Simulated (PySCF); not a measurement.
**Assignment exercise: C5H3F3O**

Geometry (Å), atoms numbered from 1 in this order:
```xyz
12

O     3.887    0.019    0.027
C     2.879   -0.607    0.209
C     1.552   -0.096    0.051
C     0.459    0.386   -0.098
C    -0.888    0.886   -0.254
C    -1.908   -0.202    0.061
F    -1.802   -0.653    1.316
F    -1.789   -1.263   -0.746
F    -3.162    0.253   -0.082
H     2.886   -1.668    0.523
H    -1.061    1.725    0.426
H    -1.050    1.220   -1.283
```

One averaged value for each set of equivalent atoms, a single conformation, no relativistic terms, in vacuum. PBE0/pcSseg-1 with gauge-including orbitals; coordinates at the GFN2-xTB level; PySCF 2.14.0 with density-fitted response routines.

Referencing at the same level of theory: 13C (σ = 186.93 ppm), 1H (σ = 31.72 ppm) against TMS.

Task: Assign these signals to the numbered atoms. 13C{1H} NMR (computed): δ 180.0 (CH), 133.4 (C), 93.6 (C), 90.5 (C), 29.8 (CH2).

Result: 
```tsv
δ (ppm)	atoms	environment	reason
180.0	C2	aldehyde carbonyl carbon	low-lying n→π* states of the double bond to the heteroatom give a large paramagnetic term (-243 ppm)
133.4	C6	CF3 carbon	3 electronegative neighbours deshield it
93.6	C4	alkyne carbon	the triple bond shields along its axis, which puts it between sp3 and sp2 carbons
90.5	C3	alkyne carbon	–
29.8	C5	propargylic sp3 CH2	aliphatic region, no heteroatom directly attached
```

Task: Assign these signals to the numbered atoms. 1H NMR (600 MHz, computed): δ 9.49 (s, 1H), 3.29 (m, 2H).

Result: 
| δ (ppm) | atoms | environment | reason |
| --- | --- | --- | --- |
| 9.49 | H10 | hydrogen on an aldehyde carbonyl carbon | deshielded by the polar, anisotropic C=O bond |
| 3.29 | H11/H12 | hydrogen on a propargylic sp3 CH2 | – |

Splittings by 19F in the carbon and heteronuclear signals aren't shown, as no couplings were computed. Shifts are as computed. Against solution values, carbons near 30 ppm lie about +3 ppm off and those near 130 ppm about +5 ppm. Of 1309 compounds with measured shifts, 239 miss one by over three times the rms of a fit or turn the order of signals round; such compounds aren't used in these exercises. Multiplicities follow the n + 1 count of equivalent neighbours, as no J values were calculated; m marks all less simple cases, F and P coupling included.
